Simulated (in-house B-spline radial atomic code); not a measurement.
# Ionising Nb³⁺ with different functionals

Computed with a radial B-spline atomic code at the basis-set limit: scalar-relativistic (spin-free X2C) Hamiltonian, Fermi nucleus of rms radius 4.324 fm, spin-polarised at highest spin, spherical fractional occupations for the functionals, and exact exchange of hybrids averaged over the configuration. The ionisation energy is the difference of two self-consistent energies, [Kr] 4d2 → [Kr] 4d1, without Breit or QED terms; ε is the level of the shell that loses the electron (its least bound occupied spin orbital). There is no spin-orbit coupling in this Hamiltonian.

```
   method                    rung  ΔSCF (eV)  -ε(4d) (eV)
     PBE0           global hybrid      37.47        32.96
    B3LYP           global hybrid      37.47        32.60
    TPSSh           global hybrid      37.34        31.84
BHandHLYP           global hybrid      37.25        34.38
  r2SCAN0           global hybrid      37.32        32.90
    B97-1           global hybrid          ?            ?
    HSE06  range-separated hybrid      37.45        32.54
    wB97X  range-separated hybrid          ?            ?
CAM-B3LYP  range-separated hybrid      37.44        34.39
  LC-wPBE  range-separated hybrid      37.47        35.92
```

(1) What does B97-1 give?

(2) What does wB97X give?

(3) Among the functionals, which spreads more, the ΔSCF values or the orbital energies?

(4) How do they compare with the NIST value?

Answers

(1) ΔSCF 37.28 eV, and -ε(4d) = 32.48 eV.

(2) ΔSCF 37.14 eV, and -ε(4d) = 35.27 eV.

(3) The orbital energies: ΔSCF values span about 0.34 eV and the orbital energies 4.08 eV; here energy differences depend much less on the functional than eigenvalues do.

(4) NIST lists 37.61 eV ± 0.022 (measured, ground level to ground level). Errors run from -0.47 to -0.14 eV; LC-wPBE is closest (-0.14 eV), though others lie within the uncertainty of it, and part of that can be cancellation, since the calculations leave out spin-orbit coupling, Breit-QED terms, multiplet and fine-structure energies.
